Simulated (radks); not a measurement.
All-electron atom: Tb IV in [Xe] 4f7 6s1 (not the ground configuration).

All-electron calculation, scalar-relativistic Kohn-Sham, OLYP, spin-unpolarised, spherical densities, finite nucleus; Fermi nuclear charge, rms radius 5.06 fm. Program: a radial shooting solver on a logarithmic mesh with Libxc functionals.

Energy parts (hartree):
| part | energy |
|---|---|
| total | -11710.1577 |
| kinetic | 12601.9064 |
| electron-nucleus | -28518.2837 |
| Hartree | 4464.8898 |
| exchange-correlation | -258.6703 |

Orbitals (lengths in bohr, moments of r in powers of bohr; <r^-3> diverges for s and p1/2; r(90%) holds 90 % of the orbital's charge):
[
 {"orbital": "1s", "occ.": "2", "eigenvalue (hartree)": "-1906.934", "<r^2>": "0.0006318", "<r^-3>": "-", "r(90%)": "0.0389"},
 {"orbital": "2s", "occ.": "2", "eigenvalue (hartree)": "-317.6984", "<r^2>": "0.009890", "<r^-3>": "-", "r(90%)": "0.142"},
 {"orbital": "2p", "occ.": "6", "eigenvalue (hartree)": "-282.5467", "<r^2>": "0.007987", "<r^-3>": "12100", "r(90%)": "0.132"},
 {"orbital": "3s", "occ.": "2", "eigenvalue (hartree)": "-71.82506", "<r^2>": "0.06546", "<r^-3>": "-", "r(90%)": "0.351"},
 {"orbital": "3p", "occ.": "6", "eigenvalue (hartree)": "-60.98179", "<r^2>": "0.06567", "<r^-3>": "2557", "r(90%)": "0.356"},
 {"orbital": "3d", "occ.": "10", "eigenvalue (hartree)": "-46.86043", "<r^2>": "0.05502", "<r^-3>": "344.0", "r(90%)": "0.337"},
 {"orbital": "4s", "occ.": "2", "eigenvalue (hartree)": "-15.54488", "<r^2>": "0.3288", "<r^-3>": "-", "r(90%)": "0.775"},
 {"orbital": "4p", "occ.": "6", "eigenvalue (hartree)": "-11.96037", "<r^2>": "0.3707", "<r^-3>": "576.8", "r(90%)": "0.830"},
 {"orbital": "4d", "occ.": "10", "eigenvalue (hartree)": "-7.03822", "<r^2>": "0.4418", "<r^-3>": "65.37", "r(90%)": "0.926"},
 {"orbital": "5s", "occ.": "2", "eigenvalue (hartree)": "-3.08216", "<r^2>": "1.806", "<r^-3>": "-", "r(90%)": "1.82"},
 {"orbital": "5p", "occ.": "6", "eigenvalue (hartree)": "-2.16937", "<r^2>": "2.370", "<r^-3>": "87.98", "r(90%)": "2.10"},
 {"orbital": "4f", "occ.": "7", "eigenvalue (hartree)": "-1.66008", "<r^2>": "0.7666", "<r^-3>": "9.575", "r(90%)": "1.30"},
 {"orbital": "6s", "occ.": "1", "eigenvalue (hartree)": "-0.91142", "<r^2>": "9.990", "<r^-3>": "-", "r(90%)": "4.26"}
]

The highest occupied level is 6s at -24.801 eV. The density falls to 0.001 e/bohr^3 at r = 4.01 bohr. Summed over all electrons, <r^2> = 41.63 bohr^2, which gives a Langevin (diamagnetic) susceptibility term of -33 x 10^-6 cm^3/mol. The electron density at the nucleus is 7.205e+05 e/bohr^3 (large components only).
